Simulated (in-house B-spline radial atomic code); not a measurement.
Configurations of Zr VII (Zr6+), with energies counted from [Ar] 3d10 4s2 4p4. All numbers are computed (scalar-relativistic (X2C) B3LYP, spin-polarised, spherical fractional occupations, exact exchange averaged over the configuration; Fermi nucleus of rms radius 4.2694 fm) with a radial B-spline atomic code at the basis-set limit, not measured. Shells without spins written out take the highest spin.

Occupations are held fixed; configurations that lie above the ionisation limit could autoionise.

```json
{"configuration": "[Ar] 3d10 4s2 4p3 5s1", "E - E(ref) (eV)": "49.742", "highest orbital": "5s up", "its <r> (bohr)": "2.325"}
{"configuration": "[Ar] 3d10 4s1 4p4 5s1", "E - E(ref) (eV)": "74.166", "highest orbital": "5s up", "its <r> (bohr)": "2.321"}
{"configuration": "[Ar] 3d10 4s1 4p4 4f1", "E - E(ref) (eV)": "88.853", "highest orbital": "4f up", "its <r> (bohr)": "1.993"}
{"configuration": "[Ar] 3d10 4s1 4p4 5d1", "E - E(ref) (eV)": "95.032", "highest orbital": "5d up", "its <r> (bohr)": "3.021"}
{"configuration": "[Ar] 3d9 4s2 4p4 4f1", "E - E(ref) (eV)": "228.14", "highest orbital": "4f up", "its <r> (bohr)": "1.944"}
```

Problem. Order these further configurations by energy, lowest first.
A. [Ar] 3d9 4s2 4p4 4d1
B. [Ar] 3d10 4s1 4p4 5p1
C. [Ar] 3d9 4s2 4p4 5s1
D. [Ar] 3d10 4s2 4p3 4f1
E. [Ar] 3d10 4s1 4p5

Solution. E (24.53 eV), D (64.492 eV), B (82.464 eV), A (194.11 eV), C (213.18 eV).

Problem. How far above the reference does [Ar] 3d9 4s2 4p4 5f1 lie?

Solution. 246.49 eV; its least bound orbital is 5f up with <r> = 3.749 bohr.
